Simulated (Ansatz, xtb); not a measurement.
## Two isomers of C4H11PSSi

Structure a: `P[SiH]1CCSCC1`, a singlet. Structure b: `C/C=C/[Si@H](P)SC`, a singlet. Both are isolated molecules in the gas phase, relaxed with PBE0-D3(BJ)/def2-SVP; each stands in its lowest conformer found.

Problem. Estimate E(b) − E(a) at the level CCSD(T)/def2-SVP + ΔMP2/def2-TZVPP.

Solution. Too close to call at this level: CCSD(T)/def2-SVP + ΔMP2/def2-TZVPP gives E(b) − E(a) = +0.98 kcal/mol.

How the difference moves with the method:

| level | geometry | E(b) − E(a) (kcal/mol) | departure from the last row (kcal/mol) | job, with rough time for the two |
| --- | --- | --- | --- | --- |
| PBE0-D3(BJ)/def2-SVP | PBE0-D3(BJ)/def2-SVP | +6.47 | +5.49 | optimisation, 2.1 min |
| HF/def2-SVP | PBE0-D3(BJ)/def2-SVP | −4.38 | −5.36 | part of the CCSD(T) run |
| MP2/def2-SVP | PBE0-D3(BJ)/def2-SVP | +4.54 | +3.56 | part of the CCSD(T) run |
| CCSD(T)/def2-SVP | PBE0-D3(BJ)/def2-SVP | +2.37 | +1.39 | single point |
| CCSD(T)/def2-SVP + ΔMP2/def2-TZVPP | PBE0-D3(BJ)/def2-SVP | +0.98 |  | single point, 3.3 min |

As drawn, b has 1 C=C, 1 S–Si in place of 1 C–Si, 1 C–C, 1 C–S. Structure a has a 6-membered ring, b no ring.

The largest departure from CCSD(T)/def2-SVP + ΔMP2/def2-TZVPP is that of PBE0-D3(BJ)/def2-SVP, 5.49 kcal/mol. Levels run at GFN2-xTB geometries aren't shown. The last row adds to CCSD(T) the change of the MP2 difference between the two basis sets, here −1.39 kcal/mol.

With thermal terms from frequencies at re-optimised GFN2-xTB minima (ideal gas, soft modes damped towards free rotors, one conformer each, 298.15 K, 1 atm): the zero-point term adds −2.19 kcal/mol; ΔH is +0.37 and ΔG −3.74 kcal/mol.

The correlated steps freeze 19 core orbitals. Mirror images aren't counted in ΔG. Programs: Ansatz 0.2.0, xtb 6.7.1; the last row on 4 threads of Arm Neoverse N1 on a shared host.
